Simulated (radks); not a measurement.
Species: Re IV. Configuration: [Xe] 4f14 5d2 6p2 (not the ground configuration). Method: scalar-relativistic Kohn-Sham, r2SCAN, spin-polarised, spherical densities, finite nucleus; open shells are filled with parallel spins first (spin-orbit coupling, left out, can overturn this in heavy ions); meta-GGA in the generalised Kohn-Sham scheme; Fermi nuclear charge, rms radius 5.3698 fm; computed with a radial shooting solver on a logarithmic mesh with Libxc functionals. Some entries of the table are withheld. Estimate them.

orbital  occ.  eigenvalue (hartree)  <r> (bohr)  <1/r> (bohr^-1)
1s up       1             -2637.562     0.01804            88.72
1s down     1             -2637.561     0.01804            88.72
2s up       1             -459.5296     0.07620            20.78
2s down     1             -459.5216     0.07620            20.78
2p up       3             -401.1550     0.06835            18.75
2p down     3             -401.1479     0.06835            18.75
3s up       1             -107.9110      0.1972            7.707
3s down     1             -107.9101      0.1972            7.707
3p up       3             -90.61733      0.1977            7.094
3p down     3             -90.61545      0.1977            7.094
3d up       5             -70.97120      0.1793            6.689
3d down     5             -70.96607      0.1793            6.689
4s up       1             -23.91973      0.4406            3.270
4s down     1             -23.91210      0.4407            3.269
4p up       3             -18.22215      0.4683            2.970
4p down     3             -18.21530      0.4684            2.970
4d up       5             -11.03531      0.5000            2.646
4d down     5             -11.02687      0.4999            2.646
5s up       1              -4.69553       1.029            1.299
5s down     1              -4.63853       1.025            1.306
5p up       3              -3.23860       1.179            1.113
5p down     3              -3.16566       1.170            1.122
4f up       7              -3.07134      0.5786            2.165
4f down     7              -3.05548      0.5754            2.172
5d up       2              -1.52634         (1)              (2)
5d down     0              -1.40841         (3)              (4)
6s up       0              -1.28745       2.439           0.5247
6s down     0              -1.09813       2.448           0.5284
6p up       2              -0.95585         (5)           0.4440
5f up       0              -0.44993       3.407           0.3588

Answer. 
(1) 5d up <r> (bohr): 1.587
(2) 5d up <1/r> (bohr^-1): 0.8123
(3) 5d down <r> (bohr): 1.545
(4) 5d down <1/r> (bohr^-1): 0.8360
(5) 6p up <r> (bohr): 2.857
